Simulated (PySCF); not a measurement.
Si(H)2(Br)(OEt) (C₂H₇BrOSi), SMILES CCO[SiH2]Br.

The structure is a stationary point at PBE0-D3(BJ)/def2-SVP. Other conformers were not sampled.

Method: TDDFT-B3LYP/def2-SVPD in PySCF 2.14.0.

Vertical excitations. Isolated molecule, no solvent.

Computed UV-visible absorptions:
```csv
state,energy (eV),λ (nm),f,main pairs
S1,6.78,183,0.028,HOMO→LUMO 97 %
S2,7.01,177,0.034,"HOMO−1→LUMO 75 %, HOMO−2→LUMO 22 %"
S3,7.15,173,0.006,"HOMO→LUMO+1 65 %, HOMO−2→LUMO 12 %"
S4,7.16,173,0.013,"HOMO−2→LUMO 55 %, HOMO→LUMO+1 23 %, HOMO−1→LUMO 12 %"
S5,7.33,169,0.016,"HOMO−1→LUMO+1 60 %, HOMO−2→LUMO+1 28 %"
S6,7.56,164,0.038,"HOMO−2→LUMO+1 59 %, HOMO−1→LUMO+1 18 %"
S7,7.59,163,0.005,HOMO→LUMO+2 82 %
S8,7.79,159,0.034,HOMO−1→LUMO+2 90 %
S9,7.89,157,0.024,"HOMO−2→LUMO+2 68 %, HOMO−3→LUMO 19 %"
S10,7.96,156,0.020,"HOMO−3→LUMO 60 %, HOMO−2→LUMO+2 18 %"
T1,6.38,194,0,HOMO→LUMO 96 %
T2,6.60,188,0,"HOMO−1→LUMO 65 %, HOMO−2→LUMO 29 %"
T3,6.86,181,0,"HOMO−2→LUMO 63 %, HOMO−1→LUMO 27 %"
T4,6.94,179,0,"HOMO→LUMO+1 67 %, HOMO−1→LUMO+1 15 %"
```
Triplets are in the Tamm–Dancoff approximation, which puts them higher than full response would, so one can lie above its singlet here.
